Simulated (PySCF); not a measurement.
This PySCF input asks for the NMR shieldings of `CPCCCPC(C)C`, C7H18P2; the geometry comes from PBE0-D3(BJ)/def2-SVP.

```python
import basis_set_exchange as bse
import numpy as np
from pyscf import gto, dft
from pyscf.prop import nmr

atoms = """
C     5.382926    0.493837   -0.585341
P     4.203578   -0.304576    0.601750
C     2.585426    0.126179   -0.213308
C     1.383620   -0.215149    0.659041
C     0.052476    0.065697   -0.029355
P    -1.405195   -0.264330    1.081483
C    -2.810966   -0.224433   -0.157144
C    -4.048165   -0.861026    0.465800
C    -3.080975    1.211926   -0.592781
H     5.104917    1.524709   -0.851440
H     5.426153   -0.110368   -1.504434
H     6.391409    0.498103   -0.145450
H     4.188881    0.747414    1.572313
H     2.563931    1.190732   -0.503734
H     2.544483   -0.457407   -1.150224
H     1.434741   -1.278778    0.951423
H     1.434179    0.357596    1.601958
H     0.004055    1.131774   -0.310809
H    -0.028933   -0.514625   -0.964704
H    -1.263585   -1.688532    1.119537
H    -2.510803   -0.814845   -1.040862
H    -3.874441   -1.913496    0.739075
H    -4.896556   -0.833550   -0.237296
H    -4.353372   -0.324131    1.378845
H    -3.345324    1.842785    0.271651
H    -2.209593    1.667485   -1.087704
H    -3.919906    1.250021   -1.306702
"""
names = dict.fromkeys(["C", "P", "H"], "pcSseg-1")
basis = {el: gto.basis.parse(bse.get_basis(n, elements=[el], fmt="nwchem")) for el, n in names.items()}
mol = gto.M(atom=atoms, basis=basis, charge=0, verbose=0)
mf = dft.RKS(mol, xc="PBE0")
mf.grids.level = 2
mf.grids.alignment = dft.numint.BLKSIZE   # the property module wants whole blocks of grid points
mf.conv_tol = 1e-9
mf.kernel()

calc = nmr.RKS(mf)   # GIAO
C = mf.mo_coeff
Co = C[:, mf.mo_occ > 0]
resp = mf.gen_response(singlet=True, hermi=2)
def vind(x):   # induced exchange potential for any number of trial vectors
    d = np.einsum("pi,xij,qj->xpq", C, 2 * x.reshape(-1, C.shape[1], Co.shape[1]), Co, optimize=True)
    return np.einsum("xpq,pi,qj->xij", resp(d - d.transpose(0, 2, 1)), C, Co, optimize=True).ravel()
mo1, _ = nmr.rhf.solve_mo1(calc, with_cphf=vind)
sigma = calc.kernel(mo1)
for i, s in enumerate(sigma):   # ppm
    print("%2d %-2s %9.2f" % (i, mol.atom_pure_symbol(i), np.trace(s) / 3))
```

Q: What does it print?

A: 
```
 0 C     176.10
 1 P     412.17
 2 C     152.61
 3 C     156.15
 4 C     155.13
 5 P     376.47
 6 C     156.63
 7 C     161.23
 8 C     162.72
 9 H      29.91
10 H      30.36
11 H      30.23
12 H      27.97
13 H      29.61
14 H      30.11
15 H      29.94
16 H      29.98
17 H      29.98
18 H      29.63
19 H      28.06
20 H      29.37
21 H      30.14
22 H      30.05
23 H      30.30
24 H      30.52
25 H      30.14
26 H      30.11
```

These numbers come from an equivalent density-fitted implementation of the same equations, which agrees with the script to about 0.01 ppm for H and up to a few tenths of a ppm for heavy atoms, so last digits may differ.

Size and cost of the density-fitted run: 257 basis functions, 48 s wall time on 1 thread of an Arm Neoverse V2, shared host; peak memory 1.3 GiB.
